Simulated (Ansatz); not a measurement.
`FC(F)(Br)C(F)(Cl)Br`, relaxed with RKS PBE-D4/def2-SVP in the Gaussian-basis code of Ansatz from a rough embedded geometry. The force threshold is 0.03 eV/Å; the program also tests the step.

The species carries charge 0 and has multiplicity 1.

Start:

```xyz
8

F    -0.633   -0.376    1.585
C    -0.024    0.384    0.676
F    -0.638    1.568    0.670
Br    1.825    0.645    1.211
C    -0.092   -0.274   -0.709
F     0.569    0.480   -1.597
Cl   -1.792   -0.424   -1.216
Br    0.784   -2.003   -0.620
```

```
step   energy (eV)  largest force (eV/Å)  largest move (Å)
   1  -162774.7671                 0.593             0.000
   2  -162774.8179                 0.285             0.120
   3  -162774.8262                 0.130             0.026
   4  -162774.8271                 0.047             0.009
   5  -162774.8272                 0.025             0.005
```

End:

```xyz
8

F    -0.621   -0.392    1.605
C    -0.017    0.386    0.700
F    -0.660    1.565    0.641
Br    1.841    0.716    1.242
C    -0.076   -0.288   -0.717
F     0.586    0.488   -1.591
Cl   -1.788   -0.408   -1.210
Br    0.737   -2.067   -0.669
```

Run time 17 s (2 threads of an AMD EPYC 7R13 on a shared host); peak host memory 0.28 GiB.
